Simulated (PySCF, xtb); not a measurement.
BrH₂NSi, SMILES N[Si]Br (connectivity only; charge and spin as stated), neutral, multiplicity 1.

Coordinates come from a PBE0-D3(BJ)/def2-TZVP optimisation. One conformer was computed; it need not be the lowest.

These are IEF-PCM-PBE0/def2-SVP (PySCF) values and carry that method's errors.

The values are the electrostatic part of the solvation free energy, E(continuum) − E(gas) at the gas-phase geometry, in a cavity of scaled van der Waals radii (PySCF's table); cavitation and dispersion terms are not included. In vacuum the orbital gap is 5.43 eV. The dipole moment in vacuum is 3.07 D.

Computed values in water (ε = 78.36), 2-propanol (ε = 19.26), diethylether (ε = 4.24):
```json
[
 {"solvent": "water", "ε": "78.36", "ΔG(elec) (kcal/mol)": "-4.4", "dipole (D)": "4.09", "gap (eV)": "5.53"},
 {"solvent": "2-propanol", "ε": "19.26", "ΔG(elec) (kcal/mol)": "-4.1", "dipole (D)": "4.02", "gap (eV)": "5.52"},
 {"solvent": "diethylether", "ε": "4.24", "ΔG(elec) (kcal/mol)": "-3.0", "dipole (D)": "3.75", "gap (eV)": "5.50"}
]
```

For comparison, GFN2-xTB/ALPB(water) (xtb, at the GFN2-xTB geometry, all terms of that model) gives -3.2 kcal/mol.
